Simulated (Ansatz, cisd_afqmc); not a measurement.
Species: H₃SiO₃, charge 0, doublet. H3SiO3 (SMILES O[Si](O)O, doublet).
B3LYP-D3(BJ)/def2-TZVP minimum from Ansatz (a program for electronic structure):
```
Si
O 1 1.6473
H 2 0.9618 1 117.64
O 1 1.6473 2 108.18 3 59.51
H 4 0.9618 1 117.64 2 176.49
O 1 1.6473 2 108.18 3 176.49
H 6 0.9618 1 117.64 2 59.51
```
Charge 0, spin multiplicity 2.

Total energies in cc-pV(T+d)Z, 25 correlated electrons, 8 frozen orbitals. Open shells are spin-unrestricted; no spin-orbit coupling. Correlated methods leave the cores frozen. No relativity. The Monte Carlo rows (phaseless AFQMC, CISD trial, step 0.005/hartree) carry one-sigma bars that omit the constraint's bias. Outlying blocks are dropped, and bars are widened where a walk drifts. Over all cases where full CI ran beside it in this data, AFQMC minus full CI had a median of +0.1 mEh and passed +0.4 mEh in a tenth of the cases.

```tsv
method	program	energy (Eh)	minus AFQMC/CISD (mEh)
HF	Ansatz	-515.49748	863.6 ± 0.7
MP2	Ansatz	-516.31878	42.3 ± 0.7
CCSD	Ansatz	-516.32834	32.8 ± 0.7
CCSD(T)	Ansatz	-516.35801	3.1 ± 0.7
AFQMC/CISD	cisd_afqmc	-516.3611 ± 0.0007	0.0
```
